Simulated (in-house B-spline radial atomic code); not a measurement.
Successive ionisation energies of thulium; each step leads to the configuration of the next row (after the last: [Ar] 3d10). NIST's values go from ground level to ground level; the uncertainty of those that are theory runs from under 0.1 % in few-electron ions to several per cent in heavy many-electron ones. Computed with an all-electron radial atomic-structure program (B-spline basis): non-relativistic Hartree-Fock, average of the configuration, point nuclei.

This level leaves out relativity, spin-orbit splitting included, which matters for heavy ions.

| ion | configuration | ionisation energy (eV) | tabulated value (eV) | computed minus tabulated (eV) | highest orbital | largest mean radius (bohr) |
| --- | --- | --- | --- | --- | --- | --- |
| Tm26+ | [Kr] 4d7 | 965.3 | 958 | 7.3 | 4d | 0.49667 |
| Tm27+ | [Kr] 4d6 | 1010.9 | 1004 | 6.9 | 4d | 0.49345 |
| Tm28+ | [Kr] 4d5 | 1057.2 | 1050 | 7.2 | 4d | 0.49027 |
| Tm29+ | [Kr] 4d4 | ? | ? | ? | ? | ? |
| Tm30+ | [Kr] 4d3 | 1151.6 | 1157 | -5.4 | 4d | 0.48401 |
| Tm31+ | [Kr] 4d2 | 1199.7 | 1207 | -7.3 | 4d | 0.48094 |
| Tm32+ | [Kr] 4d1 | 1248.5 | 1255 | -6.5 | 4d | 0.47794 |
| Tm33+ | [Ar] 3d10 4s2 4p6 | 1430.8 | 1442 | -11.2 | 4p | 0.47525 |
| Tm34+ | [Ar] 3d10 4s2 4p5 | ? | ? | ? | ? | ? |
| Tm35+ | [Ar] 3d10 4s2 4p4 | 1527.7 | 1542 | -14.3 | 4p | 0.47049 |
| Tm36+ | [Ar] 3d10 4s2 4p3 | 1576.8 | 1591 | -14.2 | 4p | 0.46815 |
| Tm37+ | [Ar] 3d10 4s2 4p2 | 1626.4 | 1706 | -79.6 | 4p | 0.46583 |
| Tm38+ | [Ar] 3d10 4s2 4p1 | ? | ? | ? | ? | ? |
| Tm39+ | [Ar] 3d10 4s2 | 1793.4 | 1889 | -95.6 | 4s | 0.46129 |
| Tm40+ | [Ar] 3d10 4s1 | 1846.1 | 1945.2 | -99.1 | 4s | 0.45858 |

Problem. Fill in the row of Tm29+.

Solution. ionisation energy (eV): 1104.1; tabulated value (eV): 1110; computed minus tabulated (eV): -5.9; highest orbital: 4d; largest mean radius (bohr): 0.48713.

Problem. Fill in the row of Tm34+.

Solution. ionisation energy (eV): 1479.1; tabulated value (eV): 1490; computed minus tabulated (eV): -10.9; highest orbital: 4p; largest mean radius (bohr): 0.47285.

Problem. Fill in the row of Tm38+.

Solution. ionisation energy (eV): 1676.4; tabulated value (eV): 1761; computed minus tabulated (eV): -84.6; highest orbital: 4p; largest mean radius (bohr): 0.46355.
